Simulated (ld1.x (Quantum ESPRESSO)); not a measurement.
Results of a calculation; reference values are marked as such.
**Hardness and transferability of assorted potentials**

Generated with ld1.x 7.5 (TM, RRKJ, ultrasoft, PAW), atompaw 4.2 or ONCVPSP 4.0.1. The cutoff is in Ry: for ld1.x and atompaw files where the sum of valence levels is converged to 10 mRy in a Bessel basis, for ONCV files where the hardest occupied wave has 1 mHa per electron of residual kinetic energy. The error is the largest all-electron minus pseudo excitation energy over each file’s own four to seven test configurations (ionisations up to +4, promotions, holes and added fractions of an electron), all of which were solved. The labels leave out finer settings (local radius, basis sizes, second energies), which also bear on the numbers. Spin-polarised tests are not counted. The rows are a selection from randomly drawn settings: files with unsolved tests, undetermined cutoffs or missed reference levels are left out.

| element | potential | cutoff (Ry) | largest error (meV) | bound ghosts |
| --- | --- | --- | --- | --- |
| Ga | RRKJ, PBE, scalar-relativistic, rc 2.05/2.70 (sp), local s, core correction no, reference 4s2 4p1 | 15 | +79 | none |
| Cd | TM, LDA (PZ), fully relativistic, rc 2.20/2.75/1.35 (spd), local s, core correction yes, reference 4d10 5s2 5p0 | 80 | -959 | none |

(1) Fill in the row for I: TM, LDA (PZ), scalar-relativistic, rc 1.50/2.05/1.20 (spd), local s, core correction yes, reference 4d10 5s2 5p5.

(2) Fill in the row for S: PAW, PBE, non-relativistic, rc 1.50/1.70 (sp), local smoothed, core correction yes, reference 3s1.5 3p4.5.

(3) Fill in the row for Hf: RRKJ, PBE, scalar-relativistic, rc 1.25/1.65/1.85 (spd), local smoothed, core correction yes, reference 5s2 5p6 5d1 6s0 6p0.

## Answers

(1) cutoff 120 Ry, largest error -497 meV, bound ghosts: none.

(2) cutoff 18 Ry, largest error -66 meV, bound ghosts: none.

(3) cutoff 100 Ry, largest error +223 meV, bound ghosts: none.
